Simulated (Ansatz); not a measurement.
`N=CCF` and `BC(=N)CF` differ in one atom or group.

Ansatz, PBE0-D4/def2-TZVP geometries, multiplicity 1. Each molecule was computed in one conformer, which needn't be the lowest.

```tsv
property	`N=CCF`
HOMO energy (PBE/def2-TZVPP) / eV	-6.31
HOMO–LUMO gap (PBE/def2-TZVPP) / eV	4.87
size of the dipole moment (B3LYP/def2-TZVPP) / D	2.56
HOMO–LUMO gap (B3LYP/def2-TZVPP) / eV	7.07
LUMO energy (PBE/def2-TZVPP) / eV	-1.44
HOMO energy (ωB97M-V/def2-TZVPP) / eV	-10.29
```

(1) What does the change do to each property? (An estimate is asked.)

Answers

(1) Ansatz gave: 
```csv
property,`BC(=N)CF`,shift
HOMO energy (PBE/def2-TZVPP) / eV,-6.27,0.04
HOMO–LUMO gap (PBE/def2-TZVPP) / eV,3.07,-1.80
size of the dipole moment (B3LYP/def2-TZVPP) / D,2.00,-0.56
HOMO–LUMO gap (B3LYP/def2-TZVPP) / eV,5.18,-1.89
LUMO energy (PBE/def2-TZVPP) / eV,-3.20,-1.76
HOMO energy (ωB97M-V/def2-TZVPP) / eV,-10.13,0.16
```

With PBE0 the HOMO rises by 0.13 eV and the LUMO falls by 1.84 eV, so the gap narrows by about 1.97 eV. PBE moves the HOMO by 0.04 eV and ωB97M-V by 0.16 eV. The zero-point energy changes by 25.7 kJ/mol with +6 modes. Dipoles are sizes alone; their direction can turn.

B3LYP here is the variant with VWN-RPA as its local correlation; programs differ in this.
